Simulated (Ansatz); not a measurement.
`C#[C][Sn]([F])([F])[F]` + `C[O][InH][Cl]` → `C[O][Sn]([F])([F])[F]` + `C#[C][InH][Cl]`  (redistribution)

Gas-phase electronic energies from Ansatz, PBE0-D4/def2-TZVP geometries. CCSD(T)/CBS is the MP2 limit (def2-TZVPP, def2-QZVPP) plus CCSD(T) − MP2 in def2-TZVPP, frozen cores. Functionals use def2-TZVPP. Elements past krypton have def2 core potentials. For In, Sn outer-core shells are correlated without core-valence functions, which leaves a few kJ/mol of doubt a bond. One conformer a species, not always the lowest.

`C#[C][Sn]([F])([F])[F]`:

```xyz
7

C    -1.096    0.430   -1.840
C    -0.493    0.194   -0.826
Sn    0.526   -0.206    0.885
F     0.801    1.320    1.958
F     2.243   -0.922    0.570
F    -0.350   -1.456    1.992
H    -1.631    0.641   -2.739
```

`C[O][InH][Cl]`:

Z-matrix (Å, degrees):
```
C
O 1 1.406
H 1 1.097 2 113.5
H 1 1.096 2 109.7 3 120.8
H 1 1.096 2 109.7 3 -120.8
In 2 1.962 1 124.2 3 -0.0
Cl 6 2.332 2 110.2 1 0.0
H 6 1.688 2 125.6 1 -180.0
```

`C[O][Sn]([F])([F])[F]`:

Z-matrix (Å, degrees):
```
C
O 1 1.423
H 1 1.094 2 111.9
H 1 1.094 2 112.0 3 -123.1
H 1 1.091 2 106.5 3 118.5
Sn 2 1.916 1 120.8 3 62.5
F 6 1.881 2 109.6 1 178.4
F 6 1.890 2 112.5 1 -61.4
F 6 1.890 2 112.3 1 58.2
```

`C#[C][InH][Cl]`:

```xyz
6

C     1.596    0.530    1.090
C     0.592    0.242    0.483
In   -1.149   -0.237   -0.531
Cl   -0.754   -1.391   -2.515
H     2.487    0.781    1.620
H    -2.771    0.075   -0.147
```

```csv
level,ΔE (kJ/mol)
r2SCAN-D4,3.3
SCS-MP2/def2-TZVPP,1.6
```

Problem. What does CCSD(T)/CBS give? (Best estimate.)

Solution. Ansatz gave: +5.0 kJ/mol. The listed levels differ from it by -1.7, -3.4 kJ/mol.

Largest T1 diagnostic among the species: 0.016.

In def2-TZVPP, CCSD(T) changes the Hartree–Fock value by +6.5 kJ/mol (the triples alone add +0.7 kJ/mol) and MP2 by +6.1 kJ/mol. Leaving LDA and LC-ωPBE aside and taking each functional with its dispersion term where it has one, the values, not all of them listed here, spread over 3.7 kJ/mol, from ωB97X-V to BLYP-D4. LDA lies +5.3 kJ/mol from PBE without D4.
